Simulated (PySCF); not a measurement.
Cd(SeH)(SiH3) (CdH₄SeSi), SMILES [Cd]([SeH])[SiH3].

Geometry: B3LYP-D3(BJ)/def2-SVP. The def2 effective core potentials stand for the cores of Cd; spin–orbit coupling is left out. The values are those of a single conformer.

Calculation: TDA-PBE0/def2-SVPD in PySCF.

Vertical excitations. 

```json
[
 {"state": "S1", "energy (eV)": "4.30", "λ (nm)": "288", "f": "0.001", "main pairs": "HOMO→LUMO 98 %"},
 {"state": "S2", "energy (eV)": "4.47", "λ (nm)": "278", "f": "0.026", "main pairs": "HOMO→LUMO+1 97 %"},
 {"state": "S3", "energy (eV)": "4.79", "λ (nm)": "259", "f": "0.002", "main pairs": "HOMO→LUMO+2 86 %"},
 {"state": "S4", "energy (eV)": "5.02", "λ (nm)": "247", "f": "0.012", "main pairs": "HOMO−1→LUMO 93 %"},
 {"state": "S5", "energy (eV)": "5.27", "λ (nm)": "235", "f": "0.011", "main pairs": "HOMO−1→LUMO+2 97 %"},
 {"state": "S6", "energy (eV)": "5.56", "λ (nm)": "223", "f": "0.016", "main pairs": "HOMO→LUMO+3 96 %"},
 {"state": "S7", "energy (eV)": "6.05", "λ (nm)": "205", "f": "1.154", "main pairs": "HOMO−1→LUMO+1 69 %, HOMO−1→LUMO+3 13 %"},
 {"state": "S8", "energy (eV)": "6.64", "λ (nm)": "187", "f": "0.003", "main pairs": "HOMO→LUMO+4 91 %"},
 {"state": "S9", "energy (eV)": "6.66", "λ (nm)": "186", "f": "0.333", "main pairs": "HOMO−1→LUMO+3 78 %"},
 {"state": "S10", "energy (eV)": "6.97", "λ (nm)": "178", "f": "0.088", "main pairs": "HOMO−2→LUMO 66 %, HOMO−2→LUMO+1 20 %"},
 {"state": "T1", "energy (eV)": "4.12", "λ (nm)": "301", "f": "0", "main pairs": "HOMO→LUMO+1 92 %"},
 {"state": "T2", "energy (eV)": "4.22", "λ (nm)": "294", "f": "0", "main pairs": "HOMO→LUMO 92 %"},
 {"state": "T3", "energy (eV)": "4.35", "λ (nm)": "285", "f": "0", "main pairs": "HOMO→LUMO+2 90 %"},
 {"state": "T4", "energy (eV)": "4.49", "λ (nm)": "276", "f": "0", "main pairs": "HOMO−1→LUMO 77 %, HOMO−1→LUMO+1 15 %"}
]
```
Triplets are in the Tamm–Dancoff approximation.
